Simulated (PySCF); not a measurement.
**Magnetic susceptibility: SMILES N#C[SiH2]N([SiH3])[SiH2]O[SiH3], CH₁₀N₂OSi₄**

Cartesian coordinates in Å; atom numbers follow the order of the lines, from 1:
```xyz
18

N    -0.5653    2.4776    1.8582
C    -1.1637    1.8062    1.1480
Si   -2.0946    0.6947   -0.0370
N    -0.9598   -0.2780   -0.9134
Si   -0.7905   -1.9859   -0.5936
Si    0.2772    0.5166   -1.8595
O     1.6826    0.4874   -1.0729
Si    2.6285    0.1864    0.2144
H    -2.8136    1.5707   -0.9648
H    -2.9579   -0.1572    0.7771
H    -2.1533   -2.5104   -0.4803
H    -0.0540   -2.2117    0.6544
H    -0.0970   -2.5889   -1.7289
H    -0.0909    1.9149   -2.0321
H     0.4727   -0.2357   -3.0911
H     2.0465    0.8200    1.3935
H     2.7155   -1.2685    0.3676
H     3.9088    0.7682   -0.1809
```

Computed with GIAO HF/pcSseg-1 magnetisability, rotational g tensor and spin-rotation constants, non-relativistic, gas phase (PySCF). Geometry: GFN2-xTB.

What are the magnetisability and the molar susceptibility?

Isotropic -1471 × 10⁻³⁰ J/T², or -88.6 × 10⁻⁶ cm³/mol; principal values -1597, -1474, -1342 × 10⁻³⁰ J/T², anisotropy 222 × 10⁻³⁰ J/T² (root of half the summed squared differences of the principal values). The susceptibility is in cgs units.

Split it along the inertial axes a, b, c into diamagnetic and paramagnetic parts about the centre of mass, with the quadrupole moment.


| axis | χ (10⁻⁶ cm³/mol) | diamagnetic (10⁻⁶ cm³/mol) | paramagnetic (10⁻⁶ cm³/mol) | summed x² of all electrons (Å²) | quadrupole Θ (D Å) |
| --- | --- | --- | --- | --- | --- |
| a | -86.2 | -1277.0 | 1190.8 | 273.2 | +9.05 |
| b | -92.1 | -1553.7 | 1461.6 | 207.9 | -14.02 |
| c | -87.5 | -2041.0 | 1953.5 | 93.1 | +4.97 |

Anisotropies 2χaa − χbb − χcc = +7.3 and 2χbb − χaa − χcc = -10.5 × 10⁻⁶ cm³/mol. Θ is traceless in Buckingham's convention.

And the rotational g tensor?


```tsv
axis	rotational constant (GHz)	g	nuclear part	electronic part
a	1.0540	-0.0336	0.5561	-0.5897
b	0.8462	-0.0192	0.5619	-0.5811
c	0.6179	-0.0186	0.5485	-0.5671
```
Asymmetric top; isotopes 12C, 1H, 14N, 16O, 28Si; no vibrational averaging.
